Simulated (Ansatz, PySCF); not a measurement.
Gas-phase reaction (SMILES): C=CCB(O)CC=C [bis(prop-2-enyl)borinic acid] + 2 B (BH3) + 4 C (CH4) → 2 BC (CH5B) [methylborane] + BO (H3BO) [borinic acid] + 2 C=C (C2H4) [ethene] + 2 CC (C2H6); bond separation energy.

Structures are relaxed separately at B3LYP-D3(BJ)/def2-TZVP in Ansatz (a program for electronic structure), one conformer each, not searched for the lowest. Correlated levels leave the core frozen unless marked. No spin-orbit coupling. No relativistic terms. CBS(X,Y): correlation extrapolated as X^-3; Hartree-Fock from the larger set. [CCSD(T)-MP2]/basis is that difference in the basis named. Thermal terms are rigid-rotor harmonic-oscillator values from B3LYP-D3(BJ) frequencies (Ansatz or PySCF) at 298.15 K and 1 atm. 1 Eh = 627.5095 kcal/mol.

```json
[
 {"species": "C=CCB(O)CC=C", "E, RI-MP2/CBS(cc-pVTZ,cc-pVQZ)+[CCSD(T)-MP2]/cc-pVTZ (Ansatz) (Eh)": "-334.93127", "E, r2SCAN-D4/def2-TZVPD (Ansatz + dftd4) (Eh)": "-335.28290", "H - E (Eh)": "0.17084"},
 {"species": "B (BH3)", "E, RI-MP2/CBS(cc-pVTZ,cc-pVQZ)+[CCSD(T)-MP2]/cc-pVTZ (Ansatz) (Eh)": "-26.55181", "E, r2SCAN-D4/def2-TZVPD (Ansatz + dftd4) (Eh)": "-26.58581", "H - E (Eh)": "0.03008"},
 {"species": "BC (CH5B)", "E, RI-MP2/CBS(cc-pVTZ,cc-pVQZ)+[CCSD(T)-MP2]/cc-pVTZ (Ansatz) (Eh)": "-65.83165", "E, r2SCAN-D4/def2-TZVPD (Ansatz + dftd4) (Eh)": "-65.91106", "H - E (Eh)": "0.06039"},
 {"species": "BO (H3BO)", "E, RI-MP2/CBS(cc-pVTZ,cc-pVQZ)+[CCSD(T)-MP2]/cc-pVTZ (Ansatz) (Eh)": "-101.80218", "E, r2SCAN-D4/def2-TZVPD (Ansatz + dftd4) (Eh)": "-101.89002", "H - E (Eh)": "0.03929"},
 {"species": "C (CH4)", "E, RI-MP2/CBS(cc-pVTZ,cc-pVQZ)+[CCSD(T)-MP2]/cc-pVTZ (Ansatz) (Eh)": "-40.46125", "E, r2SCAN-D4/def2-TZVPD (Ansatz + dftd4) (Eh)": "-40.49957", "H - E (Eh)": "0.04840"},
 {"species": "C=C (C2H4)", "E, RI-MP2/CBS(cc-pVTZ,cc-pVQZ)+[CCSD(T)-MP2]/cc-pVTZ (Ansatz) (Eh)": "-78.47961", "E, r2SCAN-D4/def2-TZVPD (Ansatz + dftd4) (Eh)": "-78.56153", "H - E (Eh)": "0.05494"},
 {"species": "CC (C2H6)", "E, RI-MP2/CBS(cc-pVTZ,cc-pVQZ)+[CCSD(T)-MP2]/cc-pVTZ (Ansatz) (Eh)": "-79.71807", "E, r2SCAN-D4/def2-TZVPD (Ansatz + dftd4) (Eh)": "-79.79874", "H - E (Eh)": "0.07887"}
]
```

Work out ΔE and ΔH at 298.15 K at the first level, then ΔH at the second.


1. ΔE = [2×(-65.83165) + (-101.80218) + 2×(-78.47961) + 2×(-79.71807)] - [(-334.93127) + 2×(-26.55181) + 4×(-40.46125)] = 0.01905 Eh = 12.0 kcal/mol at RI-MP2/CBS(cc-pVTZ,cc-pVQZ)+[CCSD(T)-MP2]/cc-pVTZ.
2. The terms H - E add up to 0.00309 Eh, so ΔH = (0.01905 + (0.00309))×627.5095 = 13.9 kcal/mol.
3. At r2SCAN-D4/def2-TZVPD the same steps give ΔE = 12.6 and ΔH = 14.6 kcal/mol, a shift of +0.7 from the first level.
4. These values are not checked against measurement here, since the tables used lack a sound gas-phase enthalpy of formation for at least one species.
